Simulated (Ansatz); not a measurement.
Isolated molecules relaxed with PBE0-D4/def2-TZVP in Ansatz; ΔE leaves out vibrations. CCSD(T)/CBS adds triple-zeta CCSD(T) − MP2 to the extrapolated MP2 energy (def2 sets, frozen cores). Functionals use def2-TZVPP. B3LYP here is the variant with VWN-RPA as its local correlation; programs differ in this. def2 core potentials past Kr. For Sn outer-core shells are correlated without core-valence functions, which leaves a few kJ/mol of doubt a bond.

`[BH2][Al]1[CH2][NH]1` + `C#[C][SnH3]` → `[BH2][SnH2][C]#C` + `[CH2]1[NH][AlH]1`  (formal exchange of groups at a B–Al bond)

`[BH2][Al]1[CH2][NH]1`:

Cartesian coordinates in Å:
```
B -0.465 -0.700 -2.248
Al -0.088 -0.072 -0.275
C -0.248 0.508 1.570
N 1.083 0.291 0.946
H -0.667 -1.850 -2.512
H -0.535 0.077 -3.154
H -0.492 1.540 1.834
H -0.523 -0.183 2.371
H 1.936 0.390 1.468
```

`C#[C][SnH3]`:

```xyz
7

C     0.300   -1.942    0.808
C     0.130   -0.839    0.349
Sn   -0.164    1.063   -0.443
H     0.450   -2.916    1.214
H     1.229    1.987   -0.126
H    -0.417    0.903   -2.117
H    -1.527    1.744    0.314
```

`[BH2][SnH2][C]#C`:

```xyz
9

B     1.764    0.918    0.560
Sn    0.334   -0.084   -0.846
C    -1.446   -0.595    0.124
C    -2.461   -0.876    0.713
H     2.833    1.273    0.165
H     1.475    1.104    1.702
H     0.964   -1.535   -1.489
H    -0.103    0.923   -2.155
H    -3.360   -1.127    1.228
```

`[CH2]1[NH][AlH]1`:

Z-matrix (Å, degrees):
```
C
Al 1 1.919
N 1 1.507 2 58.8
H 1 1.093 2 122.8 3 101.9
H 1 1.093 2 122.8 3 -101.9
H 2 1.571 1 166.1 3 -180.0
H 3 1.005 1 121.0 2 180.0
```

```json
{"level": "LDA (SPW92)", "ΔE (kJ/mol)": "1.6", "difference from CCSD(T)/CBS": "15.1"}
{"level": "r2SCAN-D4", "ΔE (kJ/mol)": "-3.8", "difference from CCSD(T)/CBS": "9.7"}
{"level": "B97M-V", "ΔE (kJ/mol)": "-6.0", "difference from CCSD(T)/CBS": "7.5"}
{"level": "B3LYP-D4", "ΔE (kJ/mol)": "-7.1", "difference from CCSD(T)/CBS": "6.4"}
{"level": "HF/def2-SVP", "ΔE (kJ/mol)": "-6.4", "difference from CCSD(T)/CBS": "7.1"}
{"level": "CCSD(T)/def2-SVP", "ΔE (kJ/mol)": "-2.5", "difference from CCSD(T)/CBS": "11.0"}
{"level": "CCSD(T)/def2-TZVPP", "ΔE (kJ/mol)": "-9.2", "difference from CCSD(T)/CBS": "4.3"}
{"level": "MP2/def2-QZVPP", "ΔE (kJ/mol)": "-18.4", "difference from CCSD(T)/CBS": "-4.9"}
{"level": "HF/CBS(def2)", "ΔE (kJ/mol)": "-9.3", "difference from CCSD(T)/CBS": "4.2"}
{"level": "CCSD/CBS(def2)", "ΔE (kJ/mol)": "-14.0", "difference from CCSD(T)/CBS": "-0.5"}
{"level": "CCSD(T)/CBS", "ΔE (kJ/mol)": "-13.5", "difference from CCSD(T)/CBS": "0"}
```

(1) What do rigid-rotor, harmonic-oscillator terms from PBE0-D4/def2-TZVP frequencies (298.15 K, 1 bar) make of the CCSD(T)/CBS value? (Best estimate.)

Largest T1 diagnostic among the species: 0.016.

Answers

(1) Computed: ΔZPE = +0.8 kJ/mol, ΔH = -13.5 kJ/mol, ΔS = -2 J/(mol·K), ΔG = -13.1 kJ/mol. Modes under 50 cm⁻¹ make the entropy rough.

From PBE to PBE0 (25 % exact exchange), in def2-TZVPP and without D4, ΔE moves by −4.5 kJ/mol. At CCSD(T), def2-SVP lies +11.0 kJ/mol from the extrapolated value and def2-TZVPP +4.3 kJ/mol.
